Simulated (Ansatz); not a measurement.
Reaction (formal exchange of groups at the Si–C bond): `C[SiH2]/C(Cl)=C\F` + `COB(O)O` → `C[SiH2]OB(O)O` + `C/C(Cl)=C/F`

Program: Ansatz. Geometries: PBE0-D4/def2-TZVP. ΔE: electronic, gas phase. CCSD(T)/CBS adds triple-zeta CCSD(T) − MP2 to the extrapolated MP2 energy (def2 sets, frozen cores). This one scheme is used for every species. Double bonds are as drawn, so ΔE can hold a change between cis and trans. Functionals use def2-TZVPP. B3LYP here is the variant with VWN-RPA as its local correlation; programs differ in this. Each species was taken in one conformer, which may not be the lowest.

| level | ΔE (kJ/mol) | difference from CCSD(T)/CBS |
| --- | --- | --- |
| r2SCAN-D4 | -161.1 | 1.2 |
| PBE0-D4 | -155.8 | 6.5 |
| B3LYP-D4 | -157.4 | 4.9 |
| PBE | -149.6 | 12.7 |
| r2SCAN | -161.3 | 1.0 |
| HF/def2-TZVPP | -169.3 | -7.0 |
| CCSD/def2-TZVPP | -162.5 | -0.2 |
| CCSD(T)/def2-TZVPP | -160.1 | 2.2 |
| HF/def2-QZVPP | -171.0 | -8.7 |
| HF/CBS(def2) | -171.2 | -8.9 |
| CCSD(T)/CBS | -162.3 | 0 |

Largest T1 diagnostic among the species: 0.012.

From PBE to PBE0 (25 % exact exchange), in def2-TZVPP and without D4, ΔE moves by −6.8 kJ/mol.
